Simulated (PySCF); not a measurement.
## Bi²⁺: excitation energy

Bi²⁺ [Xe] 4f14 5d10 6s2 6p1 (2P) → Bi²⁺ [Xe] 4f14 5d10 6s1 6p2 (4P), as a difference of total energies. Computed with PySCF 2.14 in x2c-QZVPPall (16s10p9d6f1g, 142 functions), with the spin-free X2C one-electron Hamiltonian (Gaussian nucleus). Correlated levels: valence: [Xe] 4f14 5d10 frozen; valence and next inner shell: [Kr] 4d10 4f14 frozen. The calculations carry no spin-orbit coupling.

```tsv
method	excitation energy (cm⁻¹)
UHF	62615
LDA	82599
PBE	80403
PBE0	76925
r2SCAN	76327
ROHF	62908
MP2 (valence)	67775
SCS-MP2 (valence)	69723
MP2 (valence and next inner shell)	77582
SCS-MP2 (valence and next inner shell)	78000
```

Spin-orbit coupling is strong in these open shells (close to jj coupling). The scalar numbers leave it out and a first-order estimate fails, so it can dominate the gap to the real levels.
